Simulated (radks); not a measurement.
Fractional charge and spin in the 2s shell of aluminium: the spin-up occupation runs from 0 to 1 and the spin-down occupation from 0 to 1; the fullest corner is Al3+, [He] 2p6 2s(up 1, down 1). Method: non-relativistic Kohn-Sham, BLYP, spin-polarised, spherical densities, point nucleus; computed with a radial shooting solver on a logarithmic mesh with Libxc functionals. Energy (eV) above the fullest corner. The planes named below are the two flat planes that join the four corners, with an edge along up + down = one added electron.

| down \ up | 0 | 0.25 | 0.5 | 0.75 | 1 |
|---|---|---|---|---|---|
| 0 | 350.219 | 298.914 | 249.689 | 202.529 | 157.419 |
| 0.25 | 298.914 | 249.912 | 202.960 | 158.043 | 115.143 |
| 0.5 | 249.689 | 202.960 | 158.251 | 115.546 | 74.827 |
| 0.75 | 202.529 | 158.043 | 115.546 | 75.023 | 36.453 |
| 1 | 157.419 | 115.143 | 74.827 | 36.453 | 0.000 |

Corners above the fullest one (they belong to Al4+ and the next ion): (up 1, down 0) 157.42 eV, (up 0, down 1) 157.42 eV, (up 0, down 0) 350.22 eV. With half an added electron in each spin the energy lies 0.832 eV from the planes, and with half an added electron in spin up alone -4.130 eV. The planes are only a guide here: the flat-plane condition holds for ground states with one frontier orbital, while this shell lies below other occupied shells, so the corners above the fullest one are inner-hole states and not the ground states of those ions.
